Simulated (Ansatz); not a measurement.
Total energies of `Oc1cc2c3ccccc3c3c4ccccc4c4ccccc4c3c2c2ccccc12` from Ansatz at PBE-D4/def2-TZVP, gas phase (1 Eh = 27.2114 eV = 2625.5 kJ/mol). The reference geometry is relaxed at PBE-D4/def2-SVP.

```csv
state,geometry,energy (Eh)
charge 0 singlet,reference,-1228.27884
charge 1 doublet,reference,-1228.03973
charge -1 doublet,reference,-1228.30953
charge -1 doublet,relaxed at PBE-D4/def2-SVP,-1228.31142
free O atom (triplet),–,-75.00967
free C atom (triplet),–,-37.79597
free H atom (doublet),–,-0.49962
```

Single mean-field runs in def2-TZVP are fitted with def2-universal-jkfit.

Problem. Work out the vertical ionisation energy to the doublet.

Solution. E(charge 1 doublet) − E(charge 0 singlet) = -1228.03973 − (-1228.27884) = 0.23911 Eh = 6.51 eV. For comparison, −ε of the highest occupied level is 4.80 eV at this level, 1.71 eV less.

Problem. Work out the vertical electron affinity, to the doublet.

Solution. E(charge 0 singlet) − E(charge -1 doublet) = -1228.27884 − (-1228.30953) = 0.03069 Eh = 0.84 eV. The basis lacks diffuse functions, which makes affinities too small.

Problem. Give the fundamental gap IE − EA, the Mulliken electronegativity (IE + EA)/2 and the hardness (IE − EA)/2.

Solution. From the values in Eh: IE − EA = 0.23911 − 0.03069 = 0.20842 Eh = 5.67 eV; (IE + EA)/2 = 3.67 eV; (IE − EA)/2 = 2.84 eV. The HOMO–LUMO gap of the same run is 2.39 eV, 3.28 eV smaller than the fundamental gap.

Problem. How much does the charge -1 doublet relax, and what is the adiabatic electron affinity?

Solution. Relaxation: -1228.30953 − (-1228.31142) = 0.00189 Eh = 0.05 eV. Adiabatic electron affinity: 0.03258 Eh = 0.89 eV, without zero-point energy. 

Problem. What is the binding energy per atom against free atoms?

Solution. Atoms: 1 × (-75.00967) + 30 × (-37.79597) + 18 × (-0.49962) = -1217.88193 Eh. Binding: -1217.88193 − (-1228.27884) = 10.39691 Eh = 282.91 eV, or 5.77 eV for each of 49 atoms (no zero-point energy, no counterpoise term).

At PBE-D4/def2-TZVP the highest occupied level of the charge -1 doublet lies above zero (up to 0.84 eV). By energy differences its removal costs 0.84 eV (vertical, to the charge 0 singlet, at PBE-D4/def2-TZVP); self-interaction error and the lack of diffuse functions both raise the level. At PBE-D4/def2-TZVP the highest occupied level of the relaxed charge -1 doublet lies above zero (up to 0.66 eV). By energy differences its removal costs 0.89 eV (each at its own geometry, to the charge 0 singlet, at PBE-D4/def2-TZVP); self-interaction error and the lack of diffuse functions both raise the level. At PBE-D4/def2-TZVP the gap within one spin of the charge -1 doublet nearly closes, so an electron or hole may be smeared out by delocalisation error.
